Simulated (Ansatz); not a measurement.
System: PO, net charge 0, doublet state. 
Coordinates optimised at B3LYP-D3(BJ)/def2-TZVP (Ansatz, a first-principles code):
SMILES: O=[P]
```xyz
2

P      0.0000     0.0000    -0.5147
O      0.0000     0.0000     0.9651
```
Charge 0, spin multiplicity 2.

Basis-set convergence of Hartree-Fock and CCSD correlation energies (hartree) with Ansatz. Valence correlation only, unless marked. UHF or UKS for open shells. Spin-orbit coupling is left out. Non-relativistic.

| basis | functions | E(HF) | E(corr, CCSD) |
|---|---|---|---|
| cc-pV(D+d)Z | 37 | -415.57471 | -0.29496 |
| cc-pV(T+d)Z | 69 | -415.62379 | -0.36373 |
| cc-pV(Q+d)Z | 119 | -415.63425 | -0.38713 |
| cc-pV(5+d)Z | 191 | -415.63686 | -0.39595 |

Extrapolating the two largest sets (X = 4 and 5) as X^-3: E(corr) = (125·(-0.39595) - 64·(-0.38713))/61 = -0.4052 Eh, an estimate of the basis-set limit. The largest set recovers 97.7 % of it, the smallest 72.8 %.
